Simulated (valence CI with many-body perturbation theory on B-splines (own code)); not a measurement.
**W XXVI: M1 decay**

Level of theory: valence CI with perturbative core correlation (CI+MBPT): three valence electrons over a frozen Dirac-Fock core [Kr] 4d10, radial functions for each j: 7 s, 7 p, 7 d, 7 f, 4 g, 2 h, with the one-electron correlation potential Σ1, the two-electron term Σ2, the three-electron term Σ3, Breit, model QED; selected CI, second order for the rest, scaled by the run's own slope (own B-spline code, finite nucleus).

No measured spectrum was set against this ion. As an estimate, terms of the open shell hold to a few per cent of their energy, and close levels can change places. Excitations out of the core, of the other parity, are not computed and may begin above about 162 eV (a cautious bound); beyond it only levels of the ground parity were kept, without lifetimes.

Lines 1 to 50 of 120 in falling wavelength, among levels below 1303300 cm⁻¹, chosen from the decays that carry over 1 % of a level's rate. Wavelengths and rates use the calculated energies, so an error of 2000 cm⁻¹ moves a line at 1795 nm by 36 % and its rate by three times that or more. S is in atomic units (e²a₀⁴ for E2 and M2, e²a₀⁶ for E3), for M1 in squared Bohr magnetons. Weak lines are less certain than strong ones. Lines between different terms over intervals too small for the method are left out, as are lines whose strength nearly cancels. Where a level lies close to another of its J and parity, the split of strength between their lines is uncertain.

Levels are named by their leading jj configuration (3d3/2^4 stands for four electrons in 3d with j = 3/2), which in mixed levels can hold well under half, so a name can repeat and another be missing. Letters in brackets count levels of one name in rising energy.

```
λ vac (nm)                       Upper                       Lower  Type   A (s⁻¹)  S (a.u.)
      1795   (4f5/2^2 4f7/2) J=3/2 [a]   (4f5/2^2 4f7/2) J=5/2 [a]    M1  1.11e+00  9.53e-01
      1590   (4f5/2^2 4f7/2) J=7/2 [a]   (4f5/2^2 4f7/2) J=5/2 [a]    M1  3.07e+00  3.66e+00
      1418   (4f5/2^2 4f7/2) J=3/2 [b]   (4f5/2^2 4f7/2) J=5/2 [c]    M1  8.39e+00  3.55e+00
      1286   (4f5/2^2 4f7/2) J=5/2 [b]   (4f5/2^2 4f7/2) J=5/2 [a]    M1  2.51e+00  1.19e+00
      1050   (4f5/2^2 4f7/2) J=7/2 [b]   (4f5/2^2 4f7/2) J=5/2 [b]    M1  1.14e+01  3.93e+00
      1029  (4f5/2^2 4f7/2) J=11/2 [b]   (4f5/2 4f7/2^2) J=9/2 [b]    M1  1.04e+01  5.05e+00
      1021  (4f5/2 4f7/2^2) J=11/2 [b]  (4f5/2^2 4f7/2) J=11/2 [b]    M1  1.13e+01  5.34e+00
     934.7   (4f5/2^2 4f7/2) J=7/2 [a]       (4f5/2^2 4f7/2) J=9/2    M1  1.31e+01  3.18e+00
     908.2   (4f5/2^2 4f7/2) J=7/2 [b]   (4f5/2^2 4f7/2) J=7/2 [a]    M1  6.44e+00  1.43e+00
     903.0  (4f5/2 4f7/2^2) J=13/2 [b]  (4f5/2 4f7/2^2) J=11/2 [b]    M1  8.30e+00  3.17e+00
     798.8       (4f5/2 4f7/2^2) J=1/2   (4f5/2^2 4f7/2) J=3/2 [b]    M1  6.17e+01  2.33e+00
     788.3      (4f5/2^2 4f7/2) J=15/2      (4f5/2^2 4f7/2) J=13/2    M1  1.62e+01  4.70e+00
     755.2   (4f5/2^2 4f7/2) J=3/2 [b]       (4f5/2^2 4f7/2) J=1/2    M1  6.69e+00  4.28e-01
     732.5   (4f5/2^2 4f7/2) J=5/2 [a]             (4f5/2^3) J=3/2    M1  6.17e+01  5.39e+00
     684.8  (4f5/2 4f7/2^2) J=15/2 [a]  (4f5/2 4f7/2^2) J=13/2 [a]    M1  8.71e+01  1.66e+01
     657.2   (4f5/2 4f7/2^2) J=9/2 [a]   (4f5/2^2 4f7/2) J=7/2 [a]    M1  3.68e+01  3.87e+00
     594.3   (4f5/2 4f7/2^2) J=5/2 [a]   (4f5/2 4f7/2^2) J=7/2 [a]    M1  6.62e+00  3.09e-01
     591.4   (4f5/2 4f7/2^2) J=9/2 [b]   (4f5/2^2 4f7/2) J=7/2 [b]    M1  1.32e+02  1.01e+01
     586.8  (4f5/2 4f7/2^2) J=13/2 [a]  (4f5/2^2 4f7/2) J=11/2 [a]    M1  2.12e+02  2.22e+01
     585.1   (4f5/2 4f7/2^2) J=7/2 [b]   (4f5/2 4f7/2^2) J=5/2 [a]    M1  2.16e+01  1.28e+00
     578.1   (4f5/2^2 4f7/2) J=7/2 [b]   (4f5/2^2 4f7/2) J=5/2 [a]    M1  1.16e+02  6.64e+00
     547.1   (4f5/2 4f7/2^2) J=5/2 [a]   (4f5/2 4f7/2^2) J=3/2 [a]    M1  6.27e+01  2.28e+00
     520.2   (4f5/2^2 4f7/2) J=3/2 [a]             (4f5/2^3) J=3/2    M1  8.74e+01  1.82e+00
     512.5  (4f5/2 4f7/2^2) J=11/2 [b]   (4f5/2 4f7/2^2) J=9/2 [b]    M1  8.58e+01  5.14e+00
     494.6  (4f5/2^2 4f7/2) J=11/2 [a]             (4f5/2^3) J=9/2    M1  3.10e+02  1.67e+01
     489.8  (4f5/2^2 4f7/2) J=11/2 [b]  (4f5/2 4f7/2^2) J=11/2 [a]    M1  5.66e+00  2.96e-01
     485.5  (4f5/2^2 4f7/2) J=11/2 [b]      (4f5/2^2 4f7/2) J=13/2    M1  2.88e+00  1.46e-01
     479.2  (4f5/2 4f7/2^2) J=13/2 [b]  (4f5/2^2 4f7/2) J=11/2 [b]    M1  2.14e+01  1.22e+00
     467.9             (4f7/2^3) J=9/2   (4f5/2 4f7/2^2) J=7/2 [a]    M1  9.54e+01  3.62e+00
     466.6   (4f5/2^2 4f7/2) J=5/2 [b]             (4f5/2^3) J=3/2    M1  5.06e+01  1.14e+00
     460.6   (4f5/2^2 4f7/2) J=7/2 [b]       (4f5/2^2 4f7/2) J=9/2    M1  1.28e+01  3.71e-01
     442.3   (4f5/2^2 4f7/2) J=5/2 [c]   (4f5/2^2 4f7/2) J=7/2 [b]    M1  3.36e+01  6.47e-01
     436.1   (4f5/2 4f7/2^2) J=3/2 [a]   (4f5/2^2 4f7/2) J=5/2 [b]    M1  5.59e+00  6.88e-02
     414.7       (4f5/2^2 4f7/2) J=9/2  (4f5/2^2 4f7/2) J=11/2 [a]    M1  5.34e+01  1.41e+00
     410.2   (4f5/2 4f7/2^2) J=7/2 [a]   (4f5/2^2 4f7/2) J=5/2 [b]    M1  2.46e+02  5.03e+00
     405.9   (4f5/2 4f7/2^2) J=3/2 [b]   (4f5/2^2 4f7/2) J=5/2 [c]    M1  5.30e+01  5.26e-01
     397.8   (4f5/2 4f7/2^2) J=3/2 [a]   (4f5/2^2 4f7/2) J=3/2 [a]    M1  2.86e+02  2.67e+00
     388.2       (4f5/2 4f7/2^2) J=1/2       (4f5/2^2 4f7/2) J=1/2    M1  3.59e+01  1.56e-01
     386.5   (4f5/2 4f7/2^2) J=7/2 [a]   (4f5/2^2 4f7/2) J=7/2 [a]    M1  1.27e+02  2.17e+00
     385.9   (4f5/2 4f7/2^2) J=9/2 [a]       (4f5/2^2 4f7/2) J=9/2    M1  2.34e+02  4.98e+00
     382.2   (4f5/2 4f7/2^2) J=7/2 [b]   (4f5/2^2 4f7/2) J=5/2 [c]    M1  1.82e+02  3.01e+00
     358.2   (4f5/2 4f7/2^2) J=9/2 [b]   (4f5/2^2 4f7/2) J=7/2 [a]    M1  5.05e+01  8.61e-01
     358.2  (4f5/2 4f7/2^2) J=11/2 [a]       (4f5/2^2 4f7/2) J=9/2    M1  1.77e+02  3.62e+00
     355.3       (4f5/2^2 4f7/2) J=1/2   (4f5/2^2 4f7/2) J=3/2 [a]    M1  9.48e+01  3.15e-01
     347.6       (4f5/2 4f7/2^2) J=1/2   (4f5/2 4f7/2^2) J=3/2 [a]    M1  1.02e+02  3.17e-01
     347.5  (4f5/2 4f7/2^2) J=13/2 [b]      (4f5/2^2 4f7/2) J=15/2    M1  5.21e+00  1.13e-01
     340.8  (4f5/2 4f7/2^2) J=15/2 [b]      (4f5/2^2 4f7/2) J=15/2    M1  2.18e+02  5.12e+00
     333.1             (4f7/2^3) J=9/2  (4f5/2 4f7/2^2) J=11/2 [a]    M1  5.06e+01  6.94e-01
     331.0  (4f5/2 4f7/2^2) J=11/2 [b]  (4f5/2 4f7/2^2) J=11/2 [a]    M1  1.88e+02  3.03e+00
     329.1  (4f5/2 4f7/2^2) J=11/2 [b]      (4f5/2^2 4f7/2) J=13/2    M1  1.01e+01  1.60e-01
```
